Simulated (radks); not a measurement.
Problem. Radial electron density D(r) = 4 pi r^2 rho(r) of an atom or ion with 65 electrons. Calculated with a radial shooting solver on a logarithmic mesh with Libxc functionals: scalar-relativistic Kohn-Sham, BLYP, spin-unpolarised, spherical densities, finite nucleus; Fermi nuclear charge, rms radius of each element as measured or else 0.836 A^(1/3) + 0.57 fm.

```
   r/bohr * D(r) (the largest magnitude, 118, reaches the edge; | marks zero)
 0.002206 |      *
 0.002568 |        *
  0.00299 |          *
 0.003481 |             *
 0.004052 |                *
 0.004717 |                   *
 0.005491 |                       *
 0.006393 |                           *
 0.007442 |                              *
 0.008664 |                                  *
  0.01009 |                                     *
  0.01174 |                                       *
  0.01367 |                                        *
  0.01591 |                                        *
  0.01853 |                                       *
  0.02157 |                                     *
  0.02511 |                                    *
  0.02923 |                                    *
  0.03403 |                                     *
  0.03961 |                                         *
  0.04612 |                                              *
  0.05369 |                                                   *
   0.0625 |                                                      *
  0.07276 |                                                     *
  0.08471 |                                                 *
   0.0994 |                                           *
   0.1157 |                                         *
   0.1347 |                                          *
   0.1568 |                                              *
   0.1826 |                                                *
   0.2126 |                                             *
   0.2474 |                                    *
   0.2881 |                          *
   0.3354 |                     *
   0.3904 |                     *
   0.4545 |                        *
   0.5291 |                        *
    0.616 |                    *
   0.7171 |               *
   0.8348 |          *
   0.9718 |       *
    1.131 |     *
    1.317 |    *
    1.533 |   *
    1.785 | *
    2.078 |*
    2.419 |*
    2.816 |*
    3.279 *
    3.817 *
    4.443 *
    5.173 *
    6.022 *
    7.011 *
    8.161 *
    9.501 *
```

What is the nuclear charge?

Solution. Z = 66. The innermost maximum, from 1s, lies near gamma/Z bohr with gamma = sqrt(1 - (Z/c)^2) = 0.876, here 0.0133 bohr (found: 0.0146), and its height grows with Z. The density is that of the dysprosium ion Dy+ in [Xe] 4f9 6s2; the configuration itself is not fixed sharply by these data, and Z only to a few units. D(r) has 4 maxima, at r = 0.0146, 0.0651, 0.181, 0.492 bohr, and minima at 0.0279, 0.119, 0.355 bohr, inside which lie 1.93, 11.10, 29.50 electrons.
